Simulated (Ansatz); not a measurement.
**A reaction path, image by image**

BHOF2, singlet, from BHOF₂ ([OH][B]([F])[F]) to a complex of BOF + HF; PBE0-D4/def2-SVP (Ansatz 0.2.0). Settings:

```yaml
hamiltonian: {xc: pbe0, dispersion: d4}
neb:
  images: 5
  climbing: true
  max_iterations: 40
  initial_path: idpp
```

First end:

```xyz
5
angstrom
B 0.1442 -0.0598 0.3506
F 0.7762 -1.1860 0.0434
O -0.5730 0.6306 -0.5545
H -0.5771 0.2284 -1.4262
F 0.2298 0.3867 1.5867
```

Second end:

```xyz
5
angstrom
B -0.1474 0.7431 1.0969
F 0.3106 -1.4311 -2.0227
O -0.1461 0.2289 0.0052
H 0.1365 -0.8338 -1.3272
F -0.1536 1.2929 2.2478
```

The ends were relaxed with PBE0-D4 in triple zeta, so they are not quite minima here (largest force components 0.20 and 0.11 eV/Å).

Energies along the converged band: It took 17 iterations. Path lengths are measured after rigid turns and shifts between images are taken out.
```csv
image,path length (Å),energy (kJ/mol)
0,0.00,0.0
1,0.61,77.9
2 (climbing),1.22,270.3
3,1.92,251.0
4,2.62,254.1
5,3.32,256.0
6,4.02,255.8
```
Energies count from the first end.

The images between the ends:
Image 1:
```xyz
5
angstrom
B 0.0486 0.0943 0.3624
F 0.6227 -1.0470 -0.1737
O -0.6255 0.6809 -0.6263
H -0.2958 -0.0975 -1.1831
F 0.2500 0.3693 1.6207
```

Image 2:
```xyz
5
angstrom
B -0.0915 0.3268 0.4039
F 0.5439 -1.0347 -0.4324
O -0.7009 0.8175 -0.5706
H -0.0418 -0.4234 -1.0387
F 0.2902 0.3139 1.6378
```

Image 3:
```xyz
5
angstrom
B -0.1990 0.6139 0.6471
F 0.5709 -1.2880 -0.8523
O -0.7246 0.9417 -0.3953
H 0.0301 -0.5993 -1.1773
F 0.3225 0.3317 1.7778
```

Image 4:
```xyz
5
angstrom
B -0.1787 0.6694 0.8358
F 0.5083 -1.4096 -1.3225
O -0.5807 0.7603 -0.3022
H 0.0201 -0.6186 -1.2525
F 0.2311 0.5986 2.0415
```

Image 5:
```xyz
5
angstrom
B -0.1776 0.7347 0.9778
F 0.4516 -1.4958 -1.6918
O -0.3937 0.5225 -0.1923
H 0.0790 -0.7348 -1.3053
F 0.0407 0.9733 2.2116
```

The band counts as converged below 0.05 eV/Å. The run took about 120 s on 2 CPU threads of an Intel Xeon Platinum 8259CL (shared host).
